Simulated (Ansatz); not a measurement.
Basis sets compared for LiAg₆⁺. Total charge 1; singlet. Geometry r2SCAN-D4/def2-SVP. Ansatz on 4 threads of Arm Neoverse V1 on a shared host; times are rough, and most runs start from earlier orbitals.

```csv
atom,x (Å),y (Å),z (Å)
Li1,0.876,-2.060,1.243
Ag2,-0.036,-0.218,-2.602
Ag3,0.217,0.209,0.011
Ag4,0.369,0.347,2.654
Ag5,-1.783,1.394,1.302
Ag6,2.088,-1.239,-1.186
Ag7,-1.731,1.567,-1.422
```

In the def2 sets Ag takes a core potential; there is no spin–orbit coupling. The restricted singlet is unstable towards broken spin symmetry in Hartree–Fock (as tested in another run); at PBE-D4/def2-SVP, PBE0-D4/def2-SVP, PBE0-D4/def2-TZVP this wasn't settled. No other spin state of charge 1 was run. Another isomer (singlet) lies 0.49 eV lower at PBE0-D4/def2-TZVP; other spin states weren't run for this one.

```csv
level,functions,energy (Eh),HOMO (eV),LUMO (eV),wall time
PBE-D4/def2-SVP,195,-889.3139,-8.67,-6.89,6 s
PBE0-D4/def2-SVP,195,-889.1947,-9.03,-6.10,11 s
```

Question: Estimate the rows for PBE-D4/def2-TZVP (with forces), PBE0-D4/def2-TZVP.

Answer: 
```csv
level,functions,energy (Eh),HOMO (eV),LUMO (eV),wall time
PBE-D4/def2-TZVP (with forces),254,-889.5509,-8.70,-6.91,8 s
PBE0-D4/def2-TZVP,254,-889.4213,-9.05,-6.11,15 s
```
